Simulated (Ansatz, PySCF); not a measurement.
H2Cl2Si, charge +1, doublet, geometry from GFN2-xTB (a state made from the parent by changing its charge; the spin is typed, not shown lowest). Base run: PBE0/def2-TZVP in PySCF.

Geometry (Å):
```xyz
5

Si    -0.0258    -0.6498     0.0285
Cl     1.7200     0.2970     0.0310
Cl    -1.6912     0.4280    -0.0628
H     -0.0931    -1.5630     1.2008
H     -0.0348    -1.6644    -1.0594
```
Charge +1, spin multiplicity 2.
Orbitals are unrestricted.
All else is at PySCF's defaults.

The same geometry, method and basis name were run in Ansatz (a program for electronic structure) and PySCF, at each program's defaults and at the settings that a row names. The base is PySCF at its defaults. Differences at the defaults can come from grids, fitting, cores and function types together.

```
code and settings                                                               ΔE vs base (mEh)  basis functions       E (Eh)  SCF cycles
------------------------------------------------------------------------------  ----------------  ---------------  -----------  ----------
PySCF, defaults (exact integrals, its default grid, spherical functions)                   0.000              123  -1210.39193          10
Ansatz, defaults (factorised integrals, its default grid, spherical functions)             0.021              123  -1210.39191           -
PySCF, density fitting with def2-universal-jkfit                                          -0.015              123  -1210.39194          10
PySCF, fine grid                                                                          -0.003              123  -1210.39193          10
Ansatz, high accuracy                                                                     -0.002              123  -1210.39193           -
```

Open shells are given as the SCF converged; they aren't shown to be the lowest states, and a large step between rows can be another state.
